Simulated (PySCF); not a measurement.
C4H7BN2 (SMILES N#CC1CB(N)C1), singlet, geometry from GFN2-xTB. Base run: PBE/3-21G run with PySCF.

Geometry (Å):
```xyz
14

N     -2.7987     0.6879     0.6701
C     -1.8978     0.1836     0.1741
C     -0.7426    -0.4188    -0.4180
C      0.2771     0.6037    -0.9989
B      1.3680    -0.0536    -0.0475
N      2.7244     0.1004     0.1107
C      0.2705    -0.9945     0.6139
H     -1.0631    -1.1600    -1.1539
H      0.3905     0.5322    -2.0796
H     -0.0036     1.6321    -0.7716
H      3.2760     0.7573    -0.4162
H      3.2711    -0.4229     0.7746
H     -0.0136    -0.7567     1.6390
H      0.3796    -2.0762     0.5526
```
All else is at PySCF's defaults.

All variants below ran on the same shared machine, one core each. Differences are taken from the largest grid of the series, which the next largest meets within 10 µEh (grids.atom_grid = (99, 590): -289.033366 Eh). The cheapest run took about 2.2 core-seconds (a rough figure).

| setting | grid points | cost, times the cheapest (rough) | difference in total energy (µEh) |
|---|---|---|---|
| grids.level = 0 | 11896 | 1 | 9502 |
| grids.prune = dft.gen_grid.sg1_prune | 74472 | 3 | -1 |
| grids.atom_grid = (50, 194) | 92048 | 4 | -7 |
| grids.level = 2 | 115632 | 4 | -5 |
| grids.prune = dft.gen_grid.treutler_prune | 144552 | 5 | -7 |
| base | 166984 | 6 | -8 |
| grids.atom_grid = (75, 302) | 202192 | 7 | -8 |
| grids.level = 4 | 308248 | 10 | 0 |
| grids.atom_grid = (99, 590) | 450024 | 10 | reference |

Times come from a shared machine, hold the start-up and are rough.
